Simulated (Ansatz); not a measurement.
C2H6ClNOSi, SMILES `N=C(O)C[SiH2]Cl`, relaxed with RKS PBE-D4/def2-SVP in Ansatz from a rough embedded geometry. The force threshold is 0.03 eV/Å; the program also tests the step.

Total charge 0; spin multiplicity 1.

Start:

```xyz
12

N    -2.114    0.020    0.709
C    -0.882    0.407    0.643
O    -0.380    0.787    1.784
C     0.070    0.528   -0.474
Si    1.344   -0.815   -0.553
Cl    2.444   -0.598   -2.301
H    -2.377   -0.258   -0.275
H    -1.049    0.738    2.494
H    -0.581    0.479   -1.455
H     0.472    1.518   -0.534
H     2.290   -0.668    0.550
H     0.762   -2.138   -0.589
```

```tsv
step	energy (eV)	largest force (eV/Å)	largest move (Å)
1	-26083.7191	3.420	0.000
2	-26084.0778	1.504	0.080
3	-26084.1417	0.431	0.044
4	-26084.1497	0.240	0.039
5	-26084.1529	0.101	0.062
6	-26084.1553	0.042	0.028
7	-26084.1577	0.100	0.057
8	-26084.1606	0.169	0.097
9	-26084.1632	0.206	0.072
10	-26084.1660	0.208	0.074
11	-26084.1682	0.210	0.063
12	-26084.1701	0.107	0.024
13	-26084.1710	0.030	0.047
14	-26084.1712	0.021	0.010
```

End:

```xyz
12

N    -2.218    0.186    0.613
C    -0.953    0.370    0.587
O    -0.258    0.387    1.760
C    -0.013    0.535   -0.578
Si    1.421   -0.712   -0.462
Cl    2.322   -0.820   -2.345
H    -2.613    0.193   -0.337
H    -0.931    0.241    2.460
H    -0.544    0.412   -1.541
H     0.438    1.550   -0.561
H     2.461   -0.272    0.519
H     0.889   -2.070   -0.113
```

Run time 33 s (2 threads of an AMD EPYC 7R13 on a shared host); peak host memory 0.24 GiB.
